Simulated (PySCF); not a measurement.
Job file and geometry (Å, from GFN2-xTB) of an NMR shielding run on `CS[Si@@H]1[SiH2]C[C@@H]1[SiH3]`, C3H12SSi3, PySCF, GIAO PBE0/pcSseg-1 NMR shielding, non-relativistic, gas phase; density fitting, a coarse starting grid and PySCF grid level 2 are the driver's defaults:

```
$ OMP_NUM_THREADS=1 python probes_run.py task.json out

{"job": {"kind": "nmr", "xc": "PBE0", "basis": "pcSseg-1"}, "charge": 0, "multiplicity": 1}
C      3.347385    -0.294696    -0.615332
S      1.857261    -1.164034    -0.040659
Si     0.395819     0.240976    -0.789405
Si    -0.137522     2.077154     0.540400
C     -1.632157     0.901841     0.826830
C     -1.404434    -0.184072    -0.260499
Si    -1.864720    -1.936807     0.309825
H      3.298146    -0.151624    -1.690631
H      3.430587     0.663010    -0.109946
H      4.196480    -0.921491    -0.364726
H      0.634958     0.237832    -2.241974
H     -0.503560     3.321892    -0.145824
H      0.584028     2.453972     1.762137
H     -2.618525     1.356732     0.742262
H     -1.586612     0.458423     1.822539
H     -2.030675     0.057099    -1.124081
H     -3.268174    -1.935791     0.738669
H     -1.013403    -2.305544     1.440033
H     -1.694685    -2.865620    -0.807081
```

Question: What does the program print?

Answer: 
```
coarse grid: 17200 points
cycle   1  E = -1387.4022867475  dE =  3.791e-01  |g| = 4.140e-01  |ddm| = 3.977e+00
cycle   2  E = -1387.3720159717  dE =  3.027e-02  |g| = 5.281e-01  |ddm| = 1.115e+00
cycle   3  E = -1387.4486258372  dE = -7.661e-02  |g| = 6.008e-02  |ddm| = 6.992e-01
cycle   4  E = -1387.4494429127  dE = -8.171e-04  |g| = 2.714e-02  |ddm| = 1.093e-01
cycle   5  E = -1387.4496403861  dE = -1.975e-04  |g| = 6.206e-03  |ddm| = 4.734e-02
cycle   6  E = -1387.4496508663  dE = -1.048e-05  |g| = 1.504e-03  |ddm| = 1.118e-02
cycle   7  E = -1387.4496514780  dE = -6.117e-07  |g| = 3.552e-04  |ddm| = 2.411e-03
final grid: 145616 points
cycle   8  E = -1387.4916875646  dE = -2.332e-05  |g| = 8.129e-03  |ddm| = 2.520e-02
cycle   9  E = -1387.4916726270  dE =  1.494e-05  |g| = 1.093e-02  |ddm| = 1.914e-02
cycle  10  E = -1387.4917039429  dE = -3.132e-05  |g| = 7.621e-04  |ddm| = 1.197e-02
cycle  11  E = -1387.4917040773  dE = -1.344e-07  |g| = 2.663e-04  |ddm| = 1.156e-03
cycle  12  E = -1387.4917040957  dE = -1.837e-08  |g| = 5.330e-05  |ddm| = 3.044e-04
cycle  13  E = -1387.4917040965  dE = -7.847e-10  |g| = 1.394e-05  |ddm| = 9.275e-05
converged SCF energy = -1387.4917040965

GIAO shielding tensors (ppm)
atom      isotropic    diamagn.    paramagn.     s11        s22        s33       span
  0 C      173.137     250.949     -77.812    162.655    165.248    191.510     28.855
  1 S      708.711    1060.560    -351.849    604.073    638.368    883.692    279.619
  2 Si     330.708     880.699    -549.990    273.378    346.992    371.754     98.376
  3 Si     394.726     880.592    -485.865    339.779    372.828    471.572    131.793
  4 C      174.799     253.646     -78.847    155.264    169.540    199.594     44.330
  5 C      175.483     258.947     -83.463    150.148    181.651    194.651     44.504
  6 Si     418.982     880.277    -461.295    391.818    396.340    468.787     76.968
  7 H       29.914      29.406       0.508     24.479     27.550     37.714     13.235
  8 H       29.822      30.175      -0.354     23.897     28.280     37.288     13.391
  9 H       29.511      28.324       1.187     23.559     26.554     38.421     14.862
 10 H       25.857      30.610      -4.753     22.066     25.110     30.395      8.329
 11 H       26.920      29.754      -2.834     23.841     25.056     31.864      8.024
 12 H       27.034      29.581      -2.547     23.798     24.816     32.487      8.689
 13 H       29.891      30.920      -1.029     25.273     27.384     37.017     11.744
 14 H       30.186      32.459      -2.273     26.041     29.388     35.129      9.089
 15 H       30.041      33.404      -3.364     26.932     28.195     34.995      8.063
 16 H       27.803      29.138      -1.336     24.074     25.601     33.733      9.659
 17 H       27.716      29.904      -2.188     23.797     28.004     31.347      7.550
 18 H       27.701      29.349      -1.648     23.997     25.619     33.488      9.491
```

Question: Turn these shieldings into chemical shifts. Referencing at the same level of theory: $^{13}$C (186.93 ppm) and $^{29}$Si (349.16 ppm) and $^{1}$H (31.72 ppm) against TMS; CS2 for $^{33}$S (503.73 ppm).

Answer: Averaging equivalent atoms: C 0: 13.8; C 4: 12.1; C 5: 11.4; S 1: -205; Si 2: 18.4; Si 3: -45.6; Si 6: -69.8; H 10: 5.86; H 11: 4.80; H 12: 4.68; H 16/17/18: 3.98; H 7/8/9: 1.97; H 13: 1.83; H 15: 1.68; H 14: 1.53 ppm. 

Size and cost of the density-fitted run: 207 basis functions, 70 s wall time on 1 thread of an Arm Neoverse N1, shared host; peak memory 0.92 GiB.
